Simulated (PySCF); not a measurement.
Compound: BH2(NCO), CH₂BNO.
Bonds: B1–N4, N4–C5, C5–O6. Hydrogens: H2, H3 on B1.

Computed with PBE0-D3(BJ)/def2-SVP geometry optimisation, gas phase in PySCF.

(1) What internal coordinates does the optimisation give?

Answers

(1) 
```json
{"bond": "B1–H2, B1–H3", "length (bohr)": "2.282"}
{"bond": "B1–N4", "length (bohr)": "2.655"}
{"bond": "N4–C5", "length (bohr)": "2.263"}
{"bond": "C5–O6", "length (bohr)": "2.203"}
```

Bonds in one row agree within 0.02 bohr and their mean is given. A selection of angles:
```json
{"angle": "H2–B1–H3", "degrees": "121.6"}
{"angle": "H2–B1–N4", "degrees": "119.2"}
{"angle": "B1–N4–C5", "degrees": "177.9"}
{"angle": "N4–C5–O6", "degrees": "179.7"}
```

B1 (boron bonded to N and 2 H) is planar (angles 121.6°, 119.2° and 119.2°, sum 360.0°, 0.00 Å off the plane of its three neighbours). The 4 heavy atoms lie on one line within 0.05 Å.

Point group: C2v (every atom within 0.08 Å of its image). No PBE0-D3(BJ)/def2-SVP frequencies stand behind this structure, so it isn't proved a minimum.
